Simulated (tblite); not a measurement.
Parent: `[OH:1][CH2:2][C@@H:3]1[CH2:4][O:5][C:6]1=[S:7]` with H–O1–C2–C3 -67°, O1–C2–C3–C4 -74°, C4H6O2S.

Structures optimised with GFN2-xTB, isolated species. One conformer each, not checked by frequencies here.

| coordinate of the parent | value |
| --- | --- |
| O1–C2 | 1.401 Å |
| C2–C3 | 1.532 Å |
| C3–C4 | 1.538 Å |
| C4–O5 | 1.439 Å |
| O5–C6 | 1.349 Å |
| C6=S7 | 1.604 Å |
| C3–C6 | 1.510 Å |
| O1–C2–C3 | 112.4° |
| C2–C3–C4 | 116.8° |
| C2–C3–C6 | 115.4° |
| C4–C3–C6 | 82.7° |
| C3–C4–O5 | 90.0° |
| C4–O5–C6 | 92.4° |
| O5–C6–S7 | 129.7° |
| C3–C6–O5 | 94.8° |
| C3–C6–S7 | 135.5° |

**Question.** How does the shared frame change in `[O:1]=[CH:2][O:3][C@@H:4]1[O:5][C:6](=[S:7])[C@H:8]1[CH2:9][OH:10]` with O1–C2–O3–C4 -3°, C2–O3–C4–O5 -102°, C6–C8–C9–O10 51°, C8–C9–O10–H -70°, C5H6O4S? Atoms pair as O1 = O10, C2 = C9, C3 = C8, C4 = C4, O5 = O5, C6 = C6, S7 = S7 (parent first).

**Answer.** 
```tsv
parent	relative	value in the relative	change
O1–C2	O10–C9	1.399 Å	-0.002
C2–C3	C9–C8	1.533 Å	+0.001
C3–C4	C8–C4	1.540 Å	+0.002
C4–O5	C4–O5	1.436 Å	-0.003
O5–C6	O5–C6	1.357 Å	+0.008
C6=S7	C6=S7	1.601 Å	-0.003
C3–C6	C8–C6	1.512 Å	+0.002
O1–C2–C3	O10–C9–C8	112.7°	+0.3
C2–C3–C4	C9–C8–C4	117.6°	+0.8
C2–C3–C6	C9–C8–C6	116.9°	+1.5
C4–C3–C6	C4–C8–C6	82.6°	-0.1
C3–C4–O5	C8–C4–O5	90.3°	+0.3
C4–O5–C6	C4–O5–C6	92.3°	-0.1
O5–C6–S7	O5–C6–S7	129.5°	-0.2
C3–C6–O5	C8–C6–O5	94.6°	-0.2
C3–C6–S7	C8–C6–S7	135.7°	+0.2
```

Of the parent's bonds, O5–C6 changes most (+0.008 Å). Bonds of the relative outside the shared frame: O1=C2 1.188, C2–O3 1.341, O3–C4 1.397 Å. Point group C1 → C1.

The numbers are calculated, not measured.
